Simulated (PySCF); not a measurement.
Ti(OH)4 (H4O4Ti), SMILES [OH][Ti]([OH])([OH])[OH], multiplicity 1. Atoms are numbered in the order given.

```xyz
9

Ti     0.0000     0.0000     0.0000
O      0.8498     1.1923    -1.0627
H      0.8637     2.1547    -0.9186
O     -1.1923     0.8498     1.0627
H     -2.1547     0.8637     0.9186
O     -0.8498    -1.1923    -1.0627
H     -0.8637    -2.1547    -0.9186
O      1.1923    -0.8498     1.0627
H      2.1547    -0.8637     0.9186
```

Geometry: PBE-D3(BJ)/def2-SVP. The multiplicity is an assumed one; no other spin state was optimised. The isomer is the one that the SMILES or the coordinates give; other isomers of the formula were not compared. One conformer was computed; it need not be the lowest.

The numbers are results of PBE/pcSseg-1 run with PySCF, not measurements.

GIAO shieldings, no solvent; atoms alike by connectivity are averaged. δ = σ(ref) − σ: ¹⁷O against H2O (σ = 334.3 ppm); ¹H against TMS (σ = 31.49 ppm), references at their B3LYP-D3(BJ)/def2-TZVP geometries, non-relativistic.

Computed chemical shifts:
```
nucleus           atoms  count  δ (ppm)
-------  --------------  -----  -------
¹⁷O      O2, O4, O6, O8      4    346.7
¹H       H3, H5, H7, H9      4     8.35
```
